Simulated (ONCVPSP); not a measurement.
# Configuration tests for V (Z = 23) (ONCV)

vanadium (V), optimised norm-conserving Vanderbilt (ONCV), made with ONCVPSP 4.0.1 (PBEsol, fully relativistic). Core [Ne], reference 3s2 3p6 3d4 4s1. Waves: 3s+4s: rc 1.60 bohr, ncon 4, nbas 8, qcut 7.7 1/bohr, 2 projectors; 3p: rc 1.45 bohr, ncon 5, nbas 9, qcut 9.3 1/bohr, 3 projectors, debl 3.6 Ha; 3d: rc 2.20 bohr, ncon 3, nbas 8, qcut 7.6 1/bohr, 2 projectors, debl 2.4 Ha; f scattering state at 0.32 Ha: rc 1.70 bohr, ncon 5, nbas 9, qcut 6.7 1/bohr, 2 projectors, debl 2.4 Ha. Local part: polynomial inside 0.95 bohr (lpopt 4, dvloc0 2 Ha). Core correction: Teter function, fcfact 4.25, rcfact 1.7.

Open shells are filled in proportion to 2j + 1.

Energies are relative to the spin-unpolarised reference configuration 3s2 3p6 3d4 4s1; without spin polarisation the order of configurations can differ from experiment. Not all tests gave a result: 1 of 4 tests not solved or not reliable.

```csv
valence configuration,charge,ΔE all-electron (eV),error AE − PS (meV)
3s2 3p6 3d3 4s2,0,-0.581,+57
3s2 3p6 3d3 4s1,+1,7.170,+38
3s2 3p6 3d3 4s0,+2,21.373,+18
```

Levels in the configuration 3s2 3p6 3d3 4s2:

```tsv
level	all-electron (eV)	pseudo (eV)
3s j=1/2	-70.022	-69.860
3p j=3/2	-43.662	-43.555
3p j=1/2	-44.496	-44.383
3d j=5/2	-5.158	-5.028
3d j=3/2	-5.224	-5.094
4s j=1/2	-4.716	-4.734
```
